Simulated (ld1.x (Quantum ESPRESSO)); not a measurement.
## Which change was made? (Mn, TM)

```json
{"Element": "manganese", "Generator": "ld1.x (Quantum ESPRESSO) 7.5", "Type": "norm-conserving Troullier–Martins (Kleinman–Bylander form)", "Functional": "PBE", "Relativity": "fully relativistic", "Frozen core": "[Ar]", "Valence charge": "7", "Reference configuration": "3d5 4s2 4p0", "Partial waves": "4p (bound, empty): rc 3.30 bohr; 3d (bound): rc 2.05 bohr; 4s (bound): rc 1.90 bohr", "Local potential": "the s channel", "Core correction": "none"}
```

Open shells are filled in proportion to 2j + 1 (rel_dist='average').

Cutoffs, loose and tight: the cutoffs (Ry, on a coarse ladder) from which the occupation-weighted sum of valence levels, in a spherical-Bessel basis at the reference potential, stays within 10 and 1 mRy of its value at 400 Ry. They do not see the model core or the augmentation charge, which bear on the density cutoff. Test errors are all-electron minus pseudo excitation energies from the reference, over the configurations 3d5 4s1 4p0; 3d5 4s0 4p0; 3d4 4s0 4p0; 3d6 4s1 4p0; 3d5 4s1 4p1; 3d4 4s2 4p1; 3d6 4s0 4p0; variants that change the core or the reference have their own tests. The largest error is taken over the tests solved by every variant that gives reliable tests at all, those not shown here included: 3d4 4s0 4p0; 3d5 4s0 4p0; 3d5 4s1 4p0; 3d5 4s1 4p1; 3d6 4s0 4p0; 3d6 4s1 4p0.

The base gives: outcome: generated; cutoff, loose: 70 Ry; cutoff, tight: 110 Ry; bound ghosts: none; largest test error (meV): +118.

**Question.** After one change the result is: outcome: generated; cutoff, loose: 90 Ry; cutoff, tight: 140 Ry; bound ghosts: p3/2, p1/2; largest test error (meV): +135. Which change was it?
A. all radii scaled by about 1.41 (s 2.68, p 4.66, d 2.90 bohr)
B. all radii scaled by about 0.83 (s 1.58, p 2.74, d 1.70 bohr)
C. type ultrasoft; waves now 4s (bound): rcut 1.65, rcutus 1.90 bohr; 4s channel at 0.6 Ry: rcut 1.65, rcutus 1.90 bohr; 4p (bound): rcut 2.85, rcutus 3.30 bohr; 4p channel at 1.95 Ry: rcut 2.85, rcutus 3.30 bohr; 3d (bound): rcut 1.80, rcutus 2.05 bohr; 3d channel at -0.15 Ry: rcut 1.80, rcutus 2.05 bohr; local potential all-electron potential smoothed inside 1.80 bohr (lloc = -2); augmentation built from norm-conserving waves at rcut, not smoothed further

**Answer.** B. The others give: type ultrasoft; waves now 4s (bound): rcut 1.65, rcutus 1.90 bohr; 4s channel at 0.6 Ry: rcut 1.65, rcutus 1.90 bohr; 4p (bound): rcut 2.85, rcutus 3.30 bohr; 4p channel at 1.95 Ry: rcut 2.85, rcutus 3.30 bohr; 3d (bound): rcut 1.80, rcutus 2.05 bohr; 3d channel at -0.15 Ry: rcut 1.80, rcutus 2.05 bohr; local potential all-electron potential smoothed inside 1.80 bohr (lloc = -2); augmentation built from norm-conserving waves at rcut, not smoothed further → outcome: failed: chargeps: negative rho | all radii scaled by about 1.41 (s 2.68, p 4.66, d 2.90 bohr) → outcome: generated; cutoff, loose: 40 Ry; cutoff, tight: 60 Ry; bound ghosts: none; largest test error (meV): +244.
